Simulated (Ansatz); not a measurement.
`[F][Hf]([F])([SH])[Cl]` + `C=C(S)[SiH2][SiH3]` → `[F][Hf]([F])([SH])[SH]` + `C=C(Cl)[SiH2][SiH3]`  (redistribution)

Isolated molecules relaxed with PBE0-D4/def2-TZVP in Ansatz; ΔE leaves out vibrations. CCSD(T)/CBS adds triple-zeta CCSD(T) − MP2 to the extrapolated MP2 energy (def2 sets, frozen cores). Functionals use def2-TZVPP. B3LYP here is the variant with VWN-RPA as its local correlation; programs differ in this. Elements past krypton have def2 core potentials. For Hf outer-core shells are correlated without core-valence functions, which leaves a few kJ/mol of doubt a bond. Each species was taken in one conformer, which may not be the lowest.

```csv
level,ΔE (kcal/mol)
PBE-D4,19.1
ωB97X-V,19.9
ωB97M-V,19.8
PBE0,19.5
B3LYP,19.6
MP2/def2-TZVPP,20.1
HF/def2-QZVPP,21.1
SCS-MP2/def2-QZVPP,20.2
```

Question: What does CCSD(T)/CBS give? (Best estimate.)

Answer: The calculation gave: +19.7 kcal/mol. The listed levels differ from it by -0.6, 0.2, 0.1, -0.2, -0.1, 0.4, 1.4, 0.5 kcal/mol.

Largest T1 diagnostic among the species: 0.016.

In def2-TZVPP, CCSD(T) changes the Hartree–Fock value by −1.5 kcal/mol (the triples alone add −0.2 kcal/mol) and MP2 by −0.8 kcal/mol.
